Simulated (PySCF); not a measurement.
Molecule: SMILES FC(F)OC1=CC=C[SiH2]1, C₅H₆F₂OSi.

Bonds (- single, = double, # triple, : aromatic): F1-C2, C2-F3, C2-O4, O4-C5, C5=C6, C6-C7, C7=C8, C8-Si9, Si9-C5. C2 carries H10; C6 carries H11; C7 carries H12; C8 carries H13; Si9 carries H14, H15.

Frames of a GFN2-xTB Langevin trajectory at 300 K; GIAO PBE0/pcSseg-1 shieldings in PySCF 2.14.0 with density-fitted response routines, gas phase, non-relativistic; equivalent atoms averaged within each frame.

Referencing at the same level of theory: $^{19}$F (σref 170.95) against CFCl3; TMS for $^{13}$C (σref 186.93), $^{29}$Si (σref 349.16), $^{1}$H (σref 31.72); $^{17}$O (σref 336.08) vs H2O. The references are static minima.

Q: How do the shifts (ppm) fluctuate along the trajectory?

A: 
```
         time (fs)   F1/F3     C5     C7     C2     C8     C6     O4    Si9   H10   H12
optimised geometry  -101.7  172.2  156.5  123.0  121.8  124.6  183.2  -51.4  6.62  7.15
               250   -79.2  167.7  146.6  132.1  129.3  126.8  184.0  -58.5  7.39  7.14
               425   -91.9  177.5  156.1  124.8  123.9  128.9  207.5  -52.4  7.67  7.35
               625   -84.8  176.2  166.7  127.1  129.5  128.1  185.8  -54.7  7.74  7.70
               800   -91.6  172.6  158.1  123.4  131.8  124.3  186.3  -55.0  6.58  7.49
              1000   -85.9  181.1  160.8  124.2  122.9  132.3  170.2  -56.0  6.61  7.64
    mean of frames   -86.7  175.0  157.7  126.3  127.5  128.1  186.8  -55.3  7.20  7.46
standard deviation     5.3    5.1    7.3    3.5    3.9    2.9   13.4    2.2  0.57  0.23
```

5 frames give an uncertainty of the mean of about the standard deviation over 2.2 at best, since frames this close in time may not be independent; classical motion lacks zero-point vibration, and the reference would need the same averaging.
